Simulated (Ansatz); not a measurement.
System: AlSiOH₅, charge 0, singlet. AlSiOH5 (SMILES [AlH2][O][SiH3]).
B3LYP-D3(BJ)/def2-TZVP minimum from Ansatz (an electronic-structure program):
```xyz
8

Al    -0.2994     0.3312     1.6875
H     -1.7667     0.7499     2.0720
H      0.8770     0.1958     2.7230
O      0.0352     0.0081     0.0677
Si     0.2524    -0.2960    -1.5167
H      1.0056     0.8161    -2.1441
H     -1.0550    -0.4341    -2.2031
H      1.0161    -1.5544    -1.6929
```

Total energies in cc-pV(D+d)Z, 18 correlated electrons, 11 frozen orbitals. UHF or UKS for unpaired electrons; spin-orbit terms are left out. Cores are frozen in correlated methods. No relativity.

| method | program | energy (Eh) | minus CCSDT(Q) (mEh) |
|---|---|---|---|
| HF | Ansatz | -608.72145 | 401.75 |
| MP2 | Ansatz | -609.07343 | 49.77 |
| CCSD | Ansatz | -609.11388 | 9.32 |
| CCSD(T) | Ansatz | -609.12161 | 1.59 |
| CCSDT(Q) | Ansatz | -609.12320 | 0.00 |

Rough core times of Ansatz's runs on a shared machine: CCSD(T) under 20 s, CCSDT(Q) 10 min.
